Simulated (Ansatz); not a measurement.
Input for Ansatz (a quantum-chemistry and plane-wave program): R-BLYP/def2-TZVPP on CH4BrIn (SMILES [CH3][InH][Br]), a point of a torsion scan. Elements past Kr take the def2 small-core potentials; no spin–orbit coupling.

Ansatz 0.2 input:
```yaml
crystal:
  periodic: [false, false, false]
  atoms:
    - {symbol: C, position_ang: [-1.11619444, -0.28655412, -0.01262671]}
    - {symbol: In, position_ang: [0.92198666, -0.07380516, 0.83876603]}
    - {symbol: Br, position_ang: [1.04948240, 0.89277938, 3.11920600]}
    - {symbol: H, position_ang: [-1.20890048, 0.28859978, -0.93097693]}
    - {symbol: H, position_ang: [-1.79277334, 0.10425706, 0.74701899]}
    - {symbol: H, position_ang: [-1.33856578, -1.33243727, -0.21159980]}
    - {symbol: H, position_ang: [2.49928829, -0.45516493, 0.22250989]}
basis:
  gaussian:
    orbitals: def2-TZVPP
hamiltonian:
  xc: {name: BLYP}
scf: {lower_state_search: off}
```

Program output:

```
WARN ansatz: RAYON_NUM_THREADS=1 ignored (pool sized by the plan → 1); use --threads N
Functional definition: BLYP
these checks for a lower state are left out or cut short: stability, starts, cluster_reference, orbital_swaps, neighbouring_geometries, increment
integrals: 0.10 GiB planned
1180 factors; their error is unknown
mean field: 0.69 GiB planned
mean field evaluation 1: about -76310.6221 eV, gradient 7.2e1 eV
mean field evaluation 2: about -76274.3241 eV, gradient 1.1e2 eV
mean field evaluation 4: about -76322.5857 eV, gradient 1.2e1 eV
mean field evaluation 8: about -76322.9409 eV, gradient 8.1e-2 eV
mean field evaluation 16: about -76322.9066 eV, gradient 7.9e-5 eV
mean field -76322.90661194 eV, -2804.8150844646 hartree, gradient 1.3e-6 eV, S^2 0.000000; 0 other end points of the search recorded, 0 dependent functions left out
reference -76322.90698404 eV, -2804.8150981390 hartree; 33, 33 occupied and 152, 152 virtual orbitals, 1180 factors
Total energy: -76322.90698404 eV, -2804.8150981390 hartree
Checks for a lower state left out: stability, starts, cluster_reference, orbital_swaps, neighbouring_geometries, increment
```

Self-consistency was reached.

Cost: around 2.4 core-seconds (rough).
